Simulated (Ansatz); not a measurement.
C₄H₉O₂ (SMILES [CH2]OCC(C)O), doublet, geometry from GFN2-xTB; SC-NEVPT2/STO-3G, CASSCF(5,7) (Ansatz, a quantum-chemistry and plane-wave program).

Input for Ansatz:
Ansatz 0.2 input:
```yaml
crystal:
  periodic: [false, false, false]
  atoms:
    - {symbol: C, position_ang: [2.44720157, -1.02129477, -0.29635060]}
    - {symbol: O, position_ang: [1.31676909, -0.31157840, -0.56482361]}
    - {symbol: C, position_ang: [0.46231554, -0.08512686, 0.52738208]}
    - {symbol: C, position_ang: [-0.78380904, 0.65705136, 0.03786570]}
    - {symbol: C, position_ang: [-1.61114882, -0.21861877, -0.89911877]}
    - {symbol: O, position_ang: [-1.50405380, 1.02912239, 1.19478465]}
    - {symbol: H, position_ang: [2.49622399, -1.62128075, 0.59445259]}
    - {symbol: H, position_ang: [3.01296153, -1.27236533, -1.17078493]}
    - {symbol: H, position_ang: [0.96125851, 0.52642872, 1.29154708]}
    - {symbol: H, position_ang: [0.16494208, -1.03486274, 0.99342648]}
    - {symbol: H, position_ang: [-0.45069934, 1.55649950, -0.50506031]}
    - {symbol: H, position_ang: [-1.99146486, -1.08315486, -0.35897983]}
    - {symbol: H, position_ang: [-2.45194472, 0.34093376, -1.30519436]}
    - {symbol: H, position_ang: [-0.98589222, -0.55808424, -1.71957734]}
    - {symbol: H, position_ang: [-2.34446278, 1.41346813, 0.92181169]}
basis:
  gaussian:
    orbitals: STO-3G
correlation: {method: sc_nevpt2, electrons: all, active_space: {window: {electrons: 5, orbitals: 7}}}
magnetization: {spin_polarized: false, initial_magnetization: 1}
```

What does Ansatz print? Leave out banner, timings and long lists.


```
Functional definition: HF
559 factors; integrals over basis functions are off by at most 3.8e-5 eV
mean field evaluation 1: about -8228.0696 eV, gradient 2.6e1 eV
mean field evaluation 2: about -8228.4776 eV, gradient 2.6e1 eV
mean field evaluation 4: about -8230.9608 eV, gradient 1.9e0 eV
mean field evaluation 8: about -8230.9800 eV, gradient 4.4e-3 eV
mean field -8230.98001567 eV, -302.4829364171 hartree, gradient 1.3e-6 eV, S^2 0.750000; 0 other end points of the search recorded, 0 dependent functions left out
reference -8230.98001567 eV, -302.4829364171 hartree; 25, 24 occupied and 14, 15 virtual orbitals, 559 factors
state -8232.15597774 eV, -302.5261522262 hartree
state -8232.15597774 eV, -302.5261522262 hartree; corrected -8238.24724835 eV, -302.7500022924 hartree
state -8231.86373832 eV, -302.5154126257 hartree
state -8231.86373832 eV, -302.5154126257 hartree; corrected -8238.25410171 eV, -302.7502541486 hartree
state -8231.86373832 eV, -302.5154126257 hartree; corrected -8238.25410171 eV, -302.7502541486 hartree
the orbitals are reached from a further start. From the first start the search ends at -8232.15597259 eV, -302.5261520369 hartree
WARN: the results are in doubt because another end's mean lies 0.292 eV lower, and its corrected mean 0.007 eV higher
Total energy: -8238.25410171 eV, -302.7502541486 hartree
In doubt: another end's mean lies 0.292 eV lower, and its corrected mean 0.007 eV higher
```
